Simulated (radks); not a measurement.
Species: the indium ion In4+. Configuration: [Kr] 4d9 (the NIST ground configuration).

Method: Dirac Kohn-Sham, PBE, spin-unpolarised, spherical densities, finite nucleus; open shells fill j = l - 1/2 first; Fermi nuclear charge, rms radius 4.6156 fm; computed with a radial shooting solver on a logarithmic mesh with Libxc functionals.

Energy parts (hartree):
part                        energy
total                  -5879.06902
kinetic                 6177.43549
electron-nucleus      -14186.73750
Hartree                 2288.71599
exchange-correlation    -158.48300

Orbitals (lengths in bohr, moments of r in powers of bohr; r(90%) holds 90 % of the orbital's charge):
1s1/2: occ. 2; eigenvalue (hartree) -1021.070; r(90%) 0.0534; <r^4> 3.718e-06; small-component weight 3.23e-02
2s1/2: occ. 2; eigenvalue (hartree) -154.3852; r(90%) 0.199; <r^4> 0.0006501; small-component weight 6.82e-03
2p1/2: occ. 2; eigenvalue (hartree) -144.0978; r(90%) 0.178; <r^4> 0.0004205; small-component weight 6.84e-03
2p3/2: occ. 4; eigenvalue (hartree) -136.3481; r(90%) 0.185; <r^4> 0.0004910; small-component weight 6.54e-03
3s1/2: occ. 2; eigenvalue (hartree) -30.75894; r(90%) 0.513; <r^4> 0.02950; small-component weight 1.96e-03
3p1/2: occ. 2; eigenvalue (hartree) -26.60715; r(90%) 0.511; <r^4> 0.02881; small-component weight 1.90e-03
3p3/2: occ. 4; eigenvalue (hartree) -25.20684; r(90%) 0.527; <r^4> 0.03255; small-component weight 1.82e-03
3d3/2: occ. 4; eigenvalue (hartree) -17.86472; r(90%) 0.509; <r^4> 0.02832; small-component weight 1.70e-03
3d5/2: occ. 6; eigenvalue (hartree) -17.57778; r(90%) 0.514; <r^4> 0.02943; small-component weight 1.68e-03
4s1/2: occ. 2; eigenvalue (hartree) -6.16320; r(90%) 1.22; <r^4> 0.9629; small-component weight 5.21e-04
4p1/2: occ. 2; eigenvalue (hartree) -4.79915; r(90%) 1.31; <r^4> 1.275; small-component weight 4.63e-04
4p3/2: occ. 4; eigenvalue (hartree) -4.55029; r(90%) 1.35; <r^4> 1.446; small-component weight 4.39e-04
4d3/2: occ. 4; eigenvalue (hartree) -2.41218; r(90%) 1.69; <r^4> 3.522; small-component weight 3.08e-04
4d5/2: occ. 5; eigenvalue (hartree) -2.37731; r(90%) 1.71; <r^4> 3.676; small-component weight 3.02e-04

The highest occupied level is 4d5/2 at -64.690 eV. For comparison, the ionisation energy in NIST's Atomic Spectra Database is 69 eV (semi-empirical). In exact Kohn-Sham theory the highest level is minus the ionisation energy, but local and semilocal functionals leave it too shallow, through self-interaction and a potential that decays too fast; potentials with the right tail come closer.

Beside tabulated values, note that spin-unpolarised runs miss the spin-polarisation part of the exchange energy of open shells.
